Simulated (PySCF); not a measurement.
# Titanium: a sound run and one with changed settings

Sound run: Ti⁺ [Ar] 3d2 4s1, Ti²⁺ [Ar] 3d2. Calculation: PySCF 2.14, in 6-31G* (5s4p2d1f, 34 functions); the non-relativistic Hamiltonian (point nucleus). The sound run starts from symmetry-adapted Hartree-Fock orbitals and uses a fine grid where one is needed.

Changed run: radial step 0.8 in ln r (0.13 in the sound run). This setting is unsound on purpose.

```tsv
species	method	sound run (hartree)	changed run (hartree)	converged
Ti⁺	UHF	-848.12890	-848.12890	yes
Ti⁺	PBE	-848.78842	-848.75250	yes
Ti⁺	LDA	-846.95226	-847.00026	yes
Ti²⁺	UHF	-847.65718	-847.65718	yes
Ti²⁺	PBE	-848.28307	-848.23895	yes
Ti²⁺	LDA	-846.44089	-846.48580	yes
```

Ionisation energy of Ti⁺:

```
method  sound run (eV)  changed run (eV)
   UHF          12.836            12.836
   PBE          13.751            13.975
   LDA          13.915            13.999
```

A coarse radial grid mis-integrates the density and the exchange-correlation energy, with errors of either sign; Hartree-Fock needs no grid.

For comparison, NIST gives 13.575 eV between the lowest levels.
